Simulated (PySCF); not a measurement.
C5H11OSi (doublet state).
Structure used (GFN2-xTB), in Å, numbered top down from 1:
```
atom  x, y, z in Å
C1    -0.7587   -2.4356    0.4283
C2    -0.7018   -1.0745    0.2622
C3    -1.6864   -0.3768   -0.4200
C4    -1.6855    1.0894   -0.6374
C5     0.4789   -0.3186    0.8289
O6     1.2022    0.2922   -0.2025
Si7    2.4853    1.2700   -0.1277
H8     0.0094   -2.9737    0.9517
H9    -1.5838   -3.0052    0.0405
H10   -2.4988   -0.9454   -0.8475
H11   -2.6423    1.4265   -1.0279
H12   -0.9028    1.3679   -1.3466
H13   -1.4695    1.6251    0.2882
H14    0.1306    0.4479    1.5352
H15    1.1325   -1.0059    1.3783
H16    2.6216    1.5770   -1.5414
H17    3.6533    0.5949    0.4467
H18    2.2071    2.4513    0.6995
```

The hyperfine couplings belong to this conformer and change with its torsions.

Identity: `C=C([CH]C)CO[SiH3]` [radical].

Level of theory: UKS B3LYP, pcH-1 on C H O Si, non-relativistic, mean-field spin-orbit, GIAO in PySCF. One conformer (not necessarily the lowest) at the GFN2-xTB geometry, without solvent, vibrations or thermal averaging. GFN2-xTB frequencies show an imaginary mode (41i cm⁻¹), so this geometry is no minimum at that level. Couplings are sensitive to structure, and on GFN2-xTB geometries they can be far from those on DFT ones. Stability of the SCF solution: not tested. ⟨S²⟩ is 0.777 where a pure state has 0.75.

Question: Give the principal g shifts and their parts.

Answer: 
```
                    Δg (ppm)     1     2     3
relativistic mass correction  -138  -138  -138
            gauge correction     0    35    23
   orbital Zeeman/spin–orbit    23   557   765
                       total  -115   454   650
```

So g = 2.00220, 2.00277, 2.00297 and g_iso = 2.00265; the tensor is rhombic: the two nearest values differ by 26 % of g3 − g1. Axes: g2 points within 14° of the C1–C2 bond.

Question: How much does each term add to the isotropic shift?

Answer: The orbital-Zeeman/spin–orbit term 449, the mass correction -138 and the gauge correction 19 ppm, for a total of 330 ppm. The orbital-Zeeman/spin–orbit term is the largest in size. The mass correction is the same along every axis, so the anisotropy comes from the other two: their spans along these axes are 35 (gauge) and 742 ppm (orbital Zeeman/spin–orbit).

Question: What effective moment and Curie constant follow for a powder?

Answer: With the mean of g² = 4.0106 and S(S+1) = 0.75: μ_eff = √(⟨g²⟩S(S+1)) = 1.734 μB and χT = 0.12505·⟨g²⟩·S(S+1) = 0.376 cm³ K/mol (cgs; spin-Hamiltonian part alone).

Question: In a frozen sample, at which fields do the three g values resonate at 9.5, 34, 94 and 263 GHz (hyperfine left aside), and which band first spreads them over more than twice a line width of 0.5 mT?

Answer: 
```json
{"band": "X", "GHz": "9.5", "B(g3) mT": "338.87", "B(g2) mT": "338.91", "B(g1) mT": "339.00", "spread mT": "0.13"}
{"band": "Q", "GHz": "34.0", "B(g3) mT": "1212.81", "B(g2) mT": "1212.93", "B(g1) mT": "1213.27", "spread mT": "0.46"}
{"band": "W", "GHz": "94.0", "B(g3) mT": "3353.07", "B(g2) mT": "3353.39", "B(g1) mT": "3354.35", "spread mT": "1.28"}
{"band": "J", "GHz": "263.0", "B(g3) mT": "9381.45", "B(g2) mT": "9382.37", "B(g1) mT": "9385.03", "spread mT": "3.58"}
```

The spread grows in proportion to the frequency. W band is the first where it exceeds 1.0 mT.

The Mulliken spin populations are largest on C3 (+0.69), C1 (+0.65) and C2 (-0.26). The positive populations add up to 1.41 and the negative ones to -0.41, together 2S = 1. The angles at C3 add up to 360.0°, so it is planar; its axial dipolar tensor and the negative coupling of its proton fit spin in a p orbital normal to that plane.

The HOMO–LUMO gaps are 5.14 eV among the α and 5.68 eV among the β orbitals.
